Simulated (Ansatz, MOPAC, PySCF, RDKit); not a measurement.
Noncovalent pair: SiH4 (SMILES [SiH4]) (first 5 atoms) with ClH3Si (SMILES [SiH3]Cl); geometry from B3LYP-D3(BJ)/def2-TZVP.
(charge 0, multiplicity 1):
```xyz
10

Si     0.04874     0.00567     0.02379
H      0.53973    -1.38820     0.05791
H      0.06935     0.50378    -1.37127
H      0.92633     0.86328     0.85211
H     -1.33320     0.06925     0.54634
Si     0.13680     1.01732     4.02224
Cl     0.02365    -1.00042     3.58068
H     -0.86006     1.73101     3.20239
H      1.49957     1.48766     3.71077
H     -0.15494     1.18849     5.45893
```

Interaction energies are E(AB) − E(A) − E(B) at the monomers' geometry in the complex; basis-set methods are counterpoise corrected.

Correlated levels freeze the cores. The state reached by PM6 isn't checked.

The values were computed with Ansatz (Gaussian orbitals); MOPAC for PM6 (differences of heats of formation); PySCF for the dispersion terms; RDKit for the force fields. Values without a source in brackets are computed.

### Question
One of these levels gives -1.30 kcal/mol for the interaction energy. Name it.
(A) PM6
(B) PBE-D3(BJ)/def2-TZVPPD
(C) B2PLYP-D4/def2-TZVPPD
(D) MMFF94

### Answer
C, B2PLYP-D4/def2-TZVPPD. The others give 1.13 (MMFF94), -0.15 (PM6), -1.86 (PBE-D3(BJ)/def2-TZVPPD)

Ansatz is an electronic-structure program.
